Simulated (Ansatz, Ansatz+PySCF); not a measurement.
```xyz
2

O     0.0000    0.0000   -1.0695
O     0.0000    0.0000    1.0695
```

Basis set: STO-3G (spherical functions). Correlated methods keep 2 orbitals frozen. Correlation on ROHF uses semicanonical orbitals with singles. Charge 0, multiplicity 3.

Computed with Ansatz (development build ahead of 0.2.0); each method stands on the lowest determinant of its kind that the runs found.

The atomization energy at this shape (free ground-state atoms in the same class of orbitals less the molecule, no zero-point energy) of triplet O₂:

```tsv
method	atomization energy
PBE0 (unrestricted)	-45.2 kJ/mol
UHF-MP2	-114.3 kJ/mol
ROHF-MP2	-303.5 kJ/mol
UHF	-119.1 kJ/mol
ROHF	-342.5 kJ/mol
```

(1) What does ROHF-CCSD(T) give?

## Answers

(1) -240.0 kJ/mol. Caution: the shape is not the minimum. Caution for PBE0 (unrestricted): the unrestricted determinant is spin contaminated. Caution for UHF-MP2, ROHF-MP2: another reference gives a lower total. Caution for UHF-MP2, ROHF-MP2, ROHF-CCSD(T): large amplitudes, a single reference is doubtful. Caution for UHF-MP2, UHF: the determinant may break the point group; the unrestricted determinant is a mixture of spin states. Caution for UHF-MP2, ROHF-MP2, ROHF-CCSD(T), UHF, ROHF: the molecule lies well above its atoms at this level. Caution for ROHF-MP2, ROHF-CCSD(T): a plain start can end on a higher determinant. Caution for ROHF-MP2, ROHF-CCSD(T), ROHF: an unrestricted determinant lies well below.

This basis has no polarisation functions and is too small for such energies, which can lie far from measured ones in either direction.
